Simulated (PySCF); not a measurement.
Vertical excitations of a molecule C3H6Cl2Si from TDDFT-PBE/def2-SVPD run with PySCF, as energy in eV (oscillator strength): 5.69 (0.000), 5.82 (0.074), 6.08 (0.104), 6.21 (0.000), 6.29 (0.009), 6.53 (0.274), 6.81 (0.031), 6.96 (0.002), 7.04 (0.000), 7.16 (0.001). Lowest triplet (TDA): 4.21 eV. Geometry optimised at B3LYP-D3(BJ)/def2-SVP. One conformer was computed; it need not be the lowest.

### Question
Which molecule gave these data?
(A) C[SiH2]C=C(Cl)Cl
(B) ClC1(Cl)C[SiH2]C1
(C) C/C=C/[SiH](Cl)Cl
(D) Cl[SiH](Cl)C1CC1

### Answer
C, C/C=C/[SiH](Cl)Cl
